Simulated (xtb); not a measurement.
dysprosium atom (Dy), quintet (GFN-xTB shapes and energies of metal compounds can be far from the true ones) (GFN-xTB holds the 4f electrons in the core, so unpaired electrons go into valence orbitals and the state isn't the physical one); GFN0-xTB with ALPB(acetonitrile) (xtb 6.7.1).

Input for xtb:
```
$ xtb mol.xyz --gfn 0 --uhf 4 --alpb acetonitrile --json

# file mol.xyz
1

Dy     0.00000000     0.00000000     0.00000000
```

It wrote (shortened):

```
   ID    Z sym.   atoms
    1   66 Dy     1

           -------------------------------------------------
          |                Calculation Setup                |
           -------------------------------------------------

           -------------------------------------------------
          |                 G F N 0 - x T B                 |
           -------------------------------------------------

      * Solvation model:               ALPB
        Solvent                        acetonitrile
        Parameter file                 internal GFN-FF/ALPB
        Dielectric constant                3.7500E+01
        Reference state                gsolv [1 M gas/solution]
        Free energy shift                  5.3031E-03 Eh       3.3278E+00 kcal/mol
        Temperature                        2.9815E+02 K
        Density                            7.8600E-01 kg/L
        Solvent mass                       4.1050E+01 g/mol
        Interaction kernel             P16
        Born radius scaling (c1)           1.9356E+00
        Born radii integrator          GBOBC
        Born offset                        0.0000E+00 a0       0.0000E+00 AA
        H-bond correction              true
        Ion screening                  false
        Surface tension                    1.0000E-05 Eh       1.5569E+01 dyn/cm
        Grid points                               230 per atom

          ...................................................
          :                      SETUP                      :
          :.................................................:
          :  # basis functions                  10          :
          :  # atomic orbitals                   9          :
          :  # shells                            3          :
          :  # electrons                         3          :
          :  electronic temp.          300.0000000     K    :
          :  accuracy                    1.0000000          :
          :  -> integral cutoff          0.2500000E+02      :
          :  -> integral neglect         0.1000000E-07      :
          ...................................................

         :::::::::::::::::::::::::::::::::::::::::::::::::::::
         ::                     SUMMARY                     ::
         :::::::::::::::::::::::::::::::::::::::::::::::::::::
         :: total energy              -1.002069558283 Eh    ::
         :: total w/o Gsasa/hb        -1.007372706357 Eh    ::
         :: gradient norm              0.000000000000 Eh/a0 ::
         :: HOMO-LUMO gap              0.000000000000 eV    ::
         ::.................................................::
         :: H0 energy                 -1.007372706357 Eh    ::
         :: repulsion energy           0.000000000000 Eh    ::
         :: electrostat energy         0.005303148074 Eh    ::
         :: -> Gsolv                   0.000000000000 Eh    ::
         ::    -> Gsasa                0.000000000000 Eh    ::
         ::    -> Gshift               0.005303148074 Eh    ::
         :: dispersion energy          0.000000000000 Eh    ::
         :: short-range corr.          0.000000000000 Eh    ::
         :: add. restraining           0.000000000000 Eh    ::
         :: total charge               0.000000000000 e     ::
         :::::::::::::::::::::::::::::::::::::::::::::::::::::

           -------------------------------------------------
          |                Property Printout                |
           -------------------------------------------------

    * Orbital Energies and Occupations

         #    Occupation            Energy/Eh            Energy/eV
      -------------------------------------------------------------
         1        1.0000           -0.3769651             -10.2577
         2        0.4000           -0.3136053              -8.5336
         3        0.4000           -0.3136053              -8.5336 (HOMO)
         4        0.4000           -0.3136053              -8.5336 (LUMO)
         5        0.4000           -0.3136053              -8.5336
         6        0.4000           -0.3136053              -8.5336
         7                         -0.0873200              -2.3761
         8                         -0.0873200              -2.3761
         9                         -0.0873200              -2.3761
      -------------------------------------------------------------
                  HL-Gap            0.0000000 Eh            0.0000 eV
             Fermi-level            0.0000000 Eh            0.0000 eV

     #   Z          covCN         q      C6AA      α(0)
     1  66 Dy       0.000     0.000  2901.089   232.466

 Mol. C6AA /au·bohr⁶  :       2901.089371
 Mol. C8AA /au·bohr⁸  :     617674.253117
 Mol. α(0) /au        :        232.465673

Wiberg/Mayer (AO) data.
largest (>0.10) Wiberg bond orders for each atom

 ---------------------------------------------------------------------------
     #   Z sym  total        # sym  WBO       # sym  WBO       # sym  WBO
 ---------------------------------------------------------------------------
     1  66 Dy   0.000
 ---------------------------------------------------------------------------

 dipole moment from electron density (au)
     X       Y       Z
   0.0000   0.0000   0.0000  total (Debye):    0.000

           -------------------------------------------------
          | TOTAL ENERGY               -1.002069558283 Eh   |
          | GRADIENT NORM               0.000000000000 Eh/α |
          | HOMO-LUMO GAP               0.000000000000 eV   |
           -------------------------------------------------

normal termination of xtb
```
